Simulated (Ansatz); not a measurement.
This geometry of AlClF3H (6 atoms, charge 0, multiplicity 1) is a first-order saddle point.

The calculation used RKS PBE0-D4/def2-mTZVP in Ansatz.

```xyz
6
Properties=species:S:1:pos:R:3
Al -0.397 0.394 -0.240
Cl -0.078 -1.613 0.839
F -0.897 0.165 -1.780
F -1.104 1.491 0.746
H 1.114 -0.776 0.499
F 1.362 0.338 -0.065
```

(1) Which two structures does it join? (They come from a converged band through this point; their orientation in space is the band's.)

(2) How far does it lie above each of them?

## Answers

(1) Bonds broken: H5–F6. Bonds formed: Cl2–H5.

Image 0:

```xyz
6
Properties=species:S:1:pos:R:3
Al -0.612 0.180 -0.143
Cl -0.550 -1.691 0.844
F -0.839 0.177 -1.766
F -1.044 1.493 0.739
H 1.673 -0.470 0.380
F 1.371 0.311 -0.053
```

Image 8:

```xyz
6
Properties=species:S:1:pos:R:3
Al -0.317 0.605 -0.343
Cl -0.018 -1.561 0.818
F -1.027 0.097 -1.734
F -1.229 1.407 0.762
H 1.271 -1.384 0.828
F 1.320 0.836 -0.332
```

(2) 0.31 eV above the first and 0.28 eV above the second. This is the barrier of this one path; another mechanism may lie lower. The orbitals stay closed-shell, which can raise the energy where a bond breaks towards radicals; this wasn't checked here.

Time of the run: 100 s on 2 threads of Intel(R) Xeon(R) Platinum 8488C (Sapphire Rapids) (shared host), peak memory 0.25 GiB.
